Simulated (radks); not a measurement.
Results of a calculation; reference values are marked as such.
Question: The nickel ion Ni26+, configuration [He]. Level of theory: scalar-relativistic Kohn-Sham, HCTH/407, spin-polarised, spherical densities, finite nucleus; Fermi nuclear charge, rms radius 3.7757 fm (a radial shooting solver on a logarithmic mesh with Libxc functionals). Some entries of the table are withheld. Estimate them.

| orbital | occ. | eigenvalue (hartree) | <1/r> (bohr^-1) |
|---|---|---|---|
| 1s | 2 | (1) | (2) |
| 2s | 0 | (3) | (4) |
| 2p | 0 | (5) | (6) |

Answer: 
(1) 1s eigenvalue (hartree): -372.0141
(2) 1s <1/r> (bohr^-1): 28.26
(3) 2s eigenvalue (hartree): -89.51819
(4) 2s <1/r> (bohr^-1): 6.872
(5) 2p eigenvalue (hartree): -87.36567
(6) 2p <1/r> (bohr^-1): 6.739
